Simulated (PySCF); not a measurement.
ammonium (H4N), SMILES [NH4+], charge +1. Atoms are numbered in the order given.

```xyz
5

N      0.0000     0.0000     0.0000
H      0.5918    -0.5918     0.5918
H     -0.5918    -0.5918    -0.5918
H     -0.5918     0.5918     0.5918
H      0.5918     0.5918    -0.5918
```
Charge +1, spin multiplicity 1.

The structure is a stationary point at B3LYP-D3(BJ)/def2-TZVPD.

The numbers are results of PBE0/pcJ-1 in PySCF, not measurements.

Isotropic couplings with Fermi-contact, spin-dipole and both spin-orbit terms, one fixed conformer, no vibrational averaging. Isotopes: 14N, 1H.

Computed spin–spin coupling constants:
```csv
pair,bonds apart,J (Hz)
N1–H2,1,55.1
N1–H3,1,55.1
N1–H4,1,55.1
N1–H5,1,55.1
H2–H3,2,-13.4
H2–H4,2,-13.4
H2–H5,2,-13.4
H3–H4,2,-13.4
H3–H5,2,-13.4
H4–H5,2,-13.4
```
